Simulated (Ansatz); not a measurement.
`O[SiH](Cl)[GeH3]` + SiH₄ → `O[SiH]([SiH3])[GeH3]` + HCl  (formal exchange of groups at the Si–Cl bond)

Computed with Ansatz on PBE0-D4/def2-TZVP structures; ΔE is electronic, products minus reactants. CCSD(T)/CBS adds triple-zeta CCSD(T) − MP2 to the extrapolated MP2 energy (def2 sets, frozen cores). This one scheme is used for every species. DFT in def2-TZVPP. B3LYP here is the variant with VWN-RPA as its local correlation; programs differ in this. For Ge outer-core shells are correlated without core-valence functions, which leaves a few kJ/mol of doubt a bond. Scalar relativity is left out up to krypton. Each species was taken in one conformer, which may not be the lowest.

```
             level  ΔE (kJ/mol)
         r2SCAN-D4        110.3
           ωB97M-V        117.4
            B2PLYP        116.0
             B3LYP        113.4
     HF/def2-TZVPP        128.8
SCS-MP2/def2-TZVPP        119.0
    MP2/def2-QZVPP        119.7
    CCSD/CBS(def2)        112.1
```

Q: What does CCSD(T)/CBS give? (An estimate is asked.)

A: The calculation gave: +110.6 kJ/mol. The listed levels differ from it by -0.3, 6.8, 5.4, 2.8, 18.2, 8.4, 9.1, 1.5 kJ/mol.

Largest T1 diagnostic among the species: 0.013.

In def2-TZVPP, CCSD(T) changes the Hartree–Fock value by −20.3 kJ/mol (the triples alone add −1.5 kJ/mol) and MP2 by −10.6 kJ/mol. From PBE to PBE0 (25 % exact exchange), in def2-TZVPP and without D4, ΔE moves by +4.5 kJ/mol. The D4 term adds −3.1 kJ/mol with B3LYP and −2.1 kJ/mol with PBE0; it sums over pairs of atoms, weighted by their polarisabilities, and B3LYP, whose exchange is more repulsive, gets the larger term.
